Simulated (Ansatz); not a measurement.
Gas-phase reaction in SMILES: C[SiH2]O[SiH2]C → C[SiH2] + C[SiH2][O] (the O-Si bond at the site shown breaks; other sites are not compared here)
Geometries: B3LYP-D3(BJ)/def2-TZVP minima from Ansatz (a first-principles code), one conformer each, not searched for the lowest.
Geometry of the first species:
SMILES: C[SiH2]O[SiH2]C
```xyz
15

C     -2.6212     1.0509     0.2830
Si    -1.5864    -0.4112    -0.2267
O     -0.0018    -0.0485    -0.0061
Si     1.5574    -0.5405    -0.1403
C      2.6789     0.8309     0.4338
H     -2.3768     1.9295    -0.3171
H     -3.6837     0.8335     0.1496
H     -2.4550     1.2983     1.3333
H     -1.9350    -1.6023     0.5878
H     -1.8202    -0.7395    -1.6555
H      1.7608    -1.7570     0.6859
H      1.8426    -0.8859    -1.5557
H      2.5373     1.7288    -0.1708
H      3.7259     0.5288     0.3528
H      2.4794     1.0867     1.4762
```
Charge 0, spin multiplicity 1.

Quantity: bond dissociation energy (electronic energy difference), in eV. Cores are frozen in the correlated levels unless marked. Open shells are spin-unrestricted. No spin-orbit coupling. Non-relativistic. Basis-set limits of correlation are two-point, X^-3; Hartree-Fock from the larger set. The bracket is a focal-point correction in the basis named.

| level | program | bond dissociation energy (eV) |
|---|---|---|
| HF/cc-pV(D+d)Z | Ansatz | 4.35 |

**Question.** Predict the RI-MP2/CBS(cc-pV(T+d)Z,cc-pV(Q+d)Z)+[CCSD(T)-MP2]/cc-pV(T+d)Z result (Ansatz).

**Answer.** 5.98 eV
